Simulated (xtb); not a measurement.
C$_{2}$H$_{6}$Te, triplet, at the geometry of the source list (a higher spin typed on purpose: for a closed-shell molecule this is an excited state); GFN0-xTB (xtb).

Here is a job for xtb.
```
$ xtb mol.xyz --gfn 0 --uhf 2 --acc 0.1 --json

# file mol.xyz
9

C      1.58710000    -0.09640000     0.02730000
Te     0.06580000     0.68660000    -1.30570000
C     -1.58550000     0.10180000    -0.03050000
H      2.04770000    -0.97560000    -0.40480000
H      2.34410000     0.65480000     0.20250000
H      1.12590000    -0.36030000     0.96760000
H     -1.21530000    -0.55540000     0.74240000
H     -2.32110000    -0.42430000    -0.62090000
H     -2.04860000     0.96880000     0.42210000
```

What does xtb print? Leave out banner, timings and long lists.


```
   ID    Z sym.   atoms
    1    6 C      1, 3
    2   52 Te     2
    3    1 H      4-9

           -------------------------------------------------
          |                Calculation Setup                |
           -------------------------------------------------

           -------------------------------------------------
          |                 G F N 0 - x T B                 |
           -------------------------------------------------

          ...................................................
          :                      SETUP                      :
          :.................................................:
          :  # basis functions                  30          :
          :  # atomic orbitals                  29          :
          :  # shells                           19          :
          :  # electrons                        20          :
          :  electronic temp.          300.0000000     K    :
          :  accuracy                    0.1000000          :
          :  -> integral cutoff          0.3500000E+02      :
          :  -> integral neglect         0.1000000E-08      :
          ...................................................

         :::::::::::::::::::::::::::::::::::::::::::::::::::::
         ::                     SUMMARY                     ::
         :::::::::::::::::::::::::::::::::::::::::::::::::::::
         :: total energy             -10.589445365890 Eh    ::
         :: gradient norm              0.092404916742 Eh/a0 ::
         :: HOMO-LUMO gap              1.313140189045 eV    ::
         ::.................................................::
         :: H0 energy                -10.711322932457 Eh    ::
         :: repulsion energy           0.135999537719 Eh    ::
         :: electrostat energy        -0.012355978723 Eh    ::
         :: -> Gsolv                   0.000000000000 Eh    ::
         ::    -> Gsasa                0.000000000000 Eh    ::
         ::    -> Gshift               0.000000000000 Eh    ::
         :: dispersion energy         -0.001765992429 Eh    ::
         :: short-range corr.          0.000000000000 Eh    ::
         :: add. restraining           0.000000000000 Eh    ::
         :: total charge               0.000000000000 e     ::
         :::::::::::::::::::::::::::::::::::::::::::::::::::::

           -------------------------------------------------
          |                Property Printout                |
           -------------------------------------------------

    * Orbital Energies and Occupations

         #    Occupation            Energy/Eh            Energy/eV
      -------------------------------------------------------------
         1        2.0000           -0.7092475             -19.2996
         2        2.0000           -0.6202084             -16.8767
         3        2.0000           -0.6186719             -16.8349
         4        2.0000           -0.5379749             -14.6390
         5        2.0000           -0.5326902             -14.4952
         6        2.0000           -0.5290848             -14.3971
         7        2.0000           -0.5235896             -14.2476
         8        2.0000           -0.4785652             -13.0224
         9        2.0000           -0.4626347             -12.5889
        10        1.0000           -0.4056281             -11.0377
        11        1.0000           -0.2803602              -7.6290 (HOMO)
        12                         -0.2321032              -6.3158 (LUMO)
        13                         -0.1395508              -3.7974
        14                         -0.1266534              -3.4464
        15                         -0.1171792              -3.1886
        16                         -0.1061529              -2.8886
        17                         -0.0924603              -2.5160
        18                         -0.0626234              -1.7041
        19                          0.0070747               0.1925
        20                          0.0435164               1.1841
        21                          0.0641282               1.7450
        22                          0.1760597               4.7908
       ...                                ...                  ...
        29                          0.5818506              15.8330
      -------------------------------------------------------------
                  HL-Gap            0.0482570 Eh            1.3131 eV
             Fermi-level            0.0000000 Eh            0.0000 eV

     #   Z          covCN         q      C6AA      α(0)
     1   6 C        3.666    -0.359    31.784     8.175
     2  52 Te       1.781    -0.021   432.978    38.349
     3   6 C        3.667    -0.359    31.795     8.176
     4   1 H        0.926     0.123     1.586     1.969
     5   1 H        0.926     0.124     1.581     1.966
     6   1 H        0.926     0.122     1.597     1.976
     7   1 H        0.926     0.122     1.595     1.975
     8   1 H        0.926     0.124     1.581     1.966
     9   1 H        0.926     0.124     1.585     1.969

 Mol. C6AA /au·bohr⁶  :       1557.249690
 Mol. C8AA /au·bohr⁸  :      87258.414643
 Mol. α(0) /au        :         66.521597

Wiberg/Mayer (AO) data.
largest (>0.10) Wiberg bond orders for each atom

 ---------------------------------------------------------------------------
     #   Z sym  total        # sym  WBO       # sym  WBO       # sym  WBO
 ---------------------------------------------------------------------------
     1   6 C    3.947 --     2 Te   0.975     6 H    0.965     5 H    0.960
                             4 H    0.956
     2  52 Te   2.142 --     3 C    0.977     1 C    0.975
     3   6 C    3.949 --     2 Te   0.977     7 H    0.965     8 H    0.960
                             9 H    0.956
     4   1 H    0.997 --     1 C    0.956
     5   1 H    1.004 --     1 C    0.960
     6   1 H    0.978 --     1 C    0.965
     7   1 H    0.978 --     3 C    0.965
     8   1 H    1.005 --     3 C    0.960
     9   1 H    0.996 --     3 C    0.956
 ---------------------------------------------------------------------------

Topologies differ in total number of bonds
Writing topology from bond orders to xtbtopo.mol

 dipole moment from electron density (au)
     X       Y       Z
  -0.0387  -0.2952   0.5580  total (Debye):    1.607

           -------------------------------------------------
          | TOTAL ENERGY              -10.589445365890 Eh   |
          | GRADIENT NORM               0.092404916742 Eh/α |
          | HOMO-LUMO GAP               1.313140189045 eV   |
           -------------------------------------------------

normal termination of xtb
```
